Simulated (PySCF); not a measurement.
Species: C₄H₁₁NOSi₂.
SMILES with atom numbers: `[CH3:1][C@@H:2]([C:3]#[N:4])[O:5][SiH2:6][CH2:7][SiH3:8]` (hydrogens: H9, H10, H11 on C1; H12 on C2; H13, H14 on Si6; H15, H16 on C7; H17, H18, H19 on Si8)

Structure optimised with GFN2-xTB, isolated species.

(1) Give the optimised bond lengths and angles.

Results:

(1) 
```tsv
bond	length (Å)	order
C1–C2	1.531	single
C2–C3	1.456	single
C3≡N4	1.142	triple
C2–O5	1.397	single
O5–Si6	1.625	single
Si6–C7	1.885	single
C7–Si8	1.903	single
C1–H9, C1–H10, C1–H11	1.087	single
C2–H12	1.102	single
Si6–H13	1.469	single
Si6–H14	1.471	single
C7–H15	1.089	single
C7–H16	1.089	single
Si8–H17, Si8–H18, Si8–H19	1.466	single
```

Bonds in one row agree within 0.01 Å and their mean is given. Orders are formal, as drawn. A selection of angles:
```tsv
angle	degrees
C2–C1–H9	110.2
H9–C1–H10	109.2
C1–C2–C3	109.5
C1–C2–O5	111.9
C1–C2–H12	109.6
C3–C2–O5	108.0
C3–C2–H12	107.6
O5–C2–H12	110.1
C2–C3–N4	179.1
C2–O5–Si6	128.4
O5–Si6–C7	102.1
O5–Si6–H13	109.7
O5–Si6–H14	110.7
C7–Si6–H13	113.8
C7–Si6–H14	113.0
H13–Si6–H14	107.5
Si6–C7–Si8	115.4
Si6–C7–H15	109.1
Si6–C7–H16	107.6
Si8–C7–H15	108.7
Si8–C7–H16	109.5
H15–C7–H16	106.1
C7–Si8–H17	109.1
C7–Si8–H18	111.4
C7–Si8–H19	108.4
H17–Si8–H18	110.1
```

Dihedral angles: C1–C2–O5–Si6 86° (synclinal); C2–O5–Si6–C7 173° (antiperiplanar); O5–Si6–C7–Si8 -57° (synclinal).

Si8 (SiH3 silicon) is tetrahedral (angles from 108.4° to 111.4°). Of the pairs four or more bonds apart, Si6···H11 is among the closest relative to their van der Waals radii: 3.28 Å, 99 % of the sum of Bondi's values. The C–C distances run from 1.456 Å (C2–C3, drawn single) to 1.531 Å (C1–C2, drawn single), a spread of 0.075 Å. Si6 (oxygen-bound silicon) is distorted tetrahedral (angles from 102.1° to 113.8°).

Point group: C1 (no symmetry element, even within 0.4 Å). GFN2-xTB frequencies: not computed here. The numbers are those of one conformer.
